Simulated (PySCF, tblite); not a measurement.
Calculations on `Br[C@@H]([SiH2]O)C1CC1`, in the order of a workflow; each names the level of the geometry that it ran on. Settings lines and outputs come from a driver script.

Species: C4H9BrOSi.
Numbering: `[OH:1][SiH2:2][C@H:3]([Br:4])[CH:5]1[CH2:6][CH2:7]1` (hydrogens: H8 on O1; H9, H10 on Si2; H11 on C3; H12 on C5; H13, H14 on C6; H15, H16 on C7)

Step 1: GFN2-xTB geometry optimisation, gas phase (tblite 0.8.0) (from a force-field or distance-geometry start)
```json
{"job": {"kind": "relax", "xc": "GFN2-xTB", "basis": "xTB"}, "charge": 0, "multiplicity": 1}
```
```
step      E/eV     max force
  0    -627.30743    2.328
  1    -627.41217    0.670
  2    -627.43090    0.364
...
 43    -627.49390    0.018
 44    -627.49394    0.026
 45    -627.49399    0.026
 46    -627.49402    0.015
 47    -627.49404    0.006
```

Energy lowered by 4.3 kcal/mol over 47 steps; largest atomic force 0.006 eV/Å at the end. «max force» is the largest atomic force in eV/Å.

Time: 0.59 s wall. Hardware: an Arm Neoverse N1 with one thread, shared host with 64 logical CPUs at a one-minute load of 61.

Step 2: GFN2-xTB harmonic vibrations, gas phase (tblite 0.8.0) (on the GFN2-xTB geometry)
```json
{"job": {"kind": "ir", "xc": "GFN2-xTB", "basis": "xTB"}, "charge": 0, "multiplicity": 1}
```
```
(table of modes left out)
```

42 modes from 50 to 3626 cm⁻¹ (unscaled, harmonic); zero-point energy 74.6 kcal/mol; all wavenumbers are real at this level.

Hardware: one thread, Arm Neoverse N1 (aarch64), shared host with 64 logical CPUs at a one-minute load of 61. Cost: 0.98 s wall.

Step 3: TDDFT B3LYP/def2-SVPD, vertical, gas phase, core orbitals frozen in the response (PySCF 2.14.0, density-fitted response routines) (on the GFN2-xTB geometry)
```json
{"job": {"kind": "uv", "xc": "B3LYP", "basis": "def2-SVPD", "nstates": 8, "ntriplets": 3}, "charge": 0, "multiplicity": 1}
```
```
...
Static polarisability (au): isotropic 98.350, principal 80.856 102.339 111.854
Singlet excitations
state   eV       nm        f      main configurations
  1   5.5201    224.6   0.02210   H->L 0.94
  2   5.7380    216.1   0.01325   H-1->L 0.93
  3   6.2919    197.1   0.05372   H-2->L 0.92
  4   6.5068    190.5   0.02921   H->L+1 0.96
  5   6.7537    183.6   0.01130   H-1->L+1 0.96
  6   6.9900    177.4   0.06688   H-3->L 0.82
  7   7.0492    175.9   0.02715   H->L+2 0.90
  8   7.1717    172.9   0.04161   H-4->L 0.92
Triplet excitations (Tamm-Dancoff, eV): 4.9283 5.1703 5.7792
```

HOMO -7.44 eV, LUMO -0.82 eV; lowest singlet 5.52 eV; lowest triplet 4.93 eV (Tamm–Dancoff); mean polarisability 98.3 au.

Time: 73 s; peak memory 1.1 GiB. Hardware: one thread of an Arm Neoverse V1, on a shared host.

Geometry of the electronic-property runs (GFN2-xTB):
```
atom  x, y, z in Å
O1     2.8366   -0.1020    0.4147
Si2    1.7736    1.1088    0.2890
C3     0.0253    0.4799    0.7701
Br4    0.1593   -0.1612    2.6518
C5    -0.4829   -0.6291   -0.0933
C6    -1.9528   -0.9150   -0.1761
C7    -1.2503   -0.2720   -1.3325
H8     2.9355   -0.6142    1.2155
H9     2.0813    2.2128    1.1947
H10    1.7961    1.4206   -1.1297
H11   -0.7064    1.2848    0.8227
H12    0.1898   -1.4771   -0.1581
H13   -2.2749   -1.9406   -0.2715
H14   -2.6202   -0.3058    0.4159
H15   -1.0801   -0.8546   -2.2246
H16   -1.4375    0.7736   -1.5276
```

 (This holds for the electronic-property runs.)

One conformer stands for the species.
